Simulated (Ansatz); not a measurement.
Coupled-cluster run, `[OH][Ga]([SH])[Cl]`.

```yaml
crystal:
  periodic: [false, false, false]
  atoms:
    - {symbol: O, position_ang: [0.038887, 1.331042, 1.279945]}
    - {symbol: Ga, position_ang: [0.008162, 0.099317, 0.008980]}
    - {symbol: S, position_ang: [-0.206958, -1.996896, 0.543969]}
    - {symbol: Cl, position_ang: [0.185572, 0.724799, -2.029073]}
    - {symbol: H, position_ang: [0.137420, 2.223644, 0.939263]}
    - {symbol: H, position_ang: [-0.163084, -2.381905, -0.743084]}
basis:
  gaussian: {orbitals: def2-TZVPP}
correlation: {method: ccsd_t}
```

```sh
$ ansatz run in.yaml --threads 2 --pin off --events-out ev --progress --plain --max-ram 20480MiB --backend cuda --devices 0, --max-vram 18GiB
```

The program prints (abridged):

```
Functional definition: HF
1169 factors; integrals over basis functions are off by at most 1.1e-3 eV
mean field evaluation 1: about -77726.0627 eV, gradient 4.1e1 eV
mean field evaluation 2: about -77726.1949 eV, gradient 4.1e1 eV
mean field evaluation 4: about -77729.4648 eV, gradient 3.1e0 eV
mean field evaluation 8: about -77729.5143 eV, gradient 3.2e-1 eV
mean field evaluation 16: about -77729.5149 eV, gradient 1.9e-6 eV
mean field -77729.51490888 eV, -2856.5069859439 hartree, gradient 1.9e-6 eV, S^2 0.000000; 0 other end points of the search recorded, 0 dependent functions left out
20 core orbitals not correlated: weight in the atoms' cores, before any rotation towards them, 1.000 or more for the frozen orbitals, at most 0.000 for the correlated occupied ones
reference -77729.51490888 eV, -2856.5069859439 hartree; 17, 17 occupied and 154, 154 virtual orbitals, 1169 factors
second order -22.47512298 eV of doubles, -0.00000000 eV of singles
cycle   1  -22.49015786 eV  change   -1.5e-2 eV  update   1.1e-1
cycle   2  -23.09028765 eV  change   -6.0e-1 eV  update   3.4e-2
cycle   3  -23.21076049 eV  change   -1.2e-1 eV  update   1.8e-2
cycle   4  -23.19821425 eV  change    1.3e-2 eV  update   4.3e-3
cycle   5  -23.19489702 eV  change    3.3e-3 eV  update   2.1e-3
cycle   6  -23.19546218 eV  change   -5.7e-4 eV  update   6.1e-4
cycle   7  -23.19523853 eV  change    2.2e-4 eV  update   2.4e-4
cycle   8  -23.19522865 eV  change    9.9e-6 eV  update   6.9e-5
cycle   9  -23.19526037 eV  change   -3.2e-5 eV  update   2.4e-5
perturbative correction -0.99182492 eV, -0.0364488936 hartree
Total energy: -77753.70199417 eV, -2857.3958449338 hartree
```

Hardware: 2 threads of an AMD EPYC 7R13 on a shared host and a share of an NVIDIA H100 80 GB. Wall time 4.8 s, peak host memory 0.79 GiB.

Correlation energy per correlated electron: -0.711 eV. T1 diagnostic: 0.0128.
